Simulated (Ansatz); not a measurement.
A series at Hf: from `[OH][Hf]([OH])([OH])[OH]`, ligands are replaced one by one, each step taking up H₂S and setting free H₂O; n counts the steps. Ansatz, PBE0-D4/def2-TZVP geometries. Each molecule was computed in one conformer, which needn't be the lowest.

```csv
n,molecule,"zero-point energy, PBE0-D4/def2-TZVP (kJ/mol)"
0,`[OH][Hf]([OH])([OH])[OH]`,?
1,`[OH][Hf]([OH])([OH])[SH]`,119.1
2,`[OH][Hf]([OH])([SH])[SH]`,111.4
3,`[OH][Hf]([SH])([SH])[SH]`,101.3
4,`[SH][Hf]([SH])([SH])[SH]`,90.5
```

Task: By hand: fit a straight line y = ȳ + b (n − n̄) to the 4 given rows and predict n = 0.

Result: n̄ = 2.500, ȳ = 105.58; Σ(n − n̄)(y − ȳ) = -47.95, Σ(n − n̄)² = 5.000, so b = -9.59 kJ/mol a step. Prediction: 105.58 + (-9.59) × (-2.500) = 129.6 kJ/mol.

Task: By hand: compare with the computed value, 126.3 kJ/mol, and give the steps along the whole series.

Result: The line misses by -3.3 kJ/mol (computed minus predicted). Steps: -7.2, -7.7, -10.1, -10.8 kJ/mol.

The steps grow at each stage, from -7.2 to -10.8 kJ/mol, so the series is curved and an end member is harder to predict than an inner one. The miss is 9.2 % of the series' range.
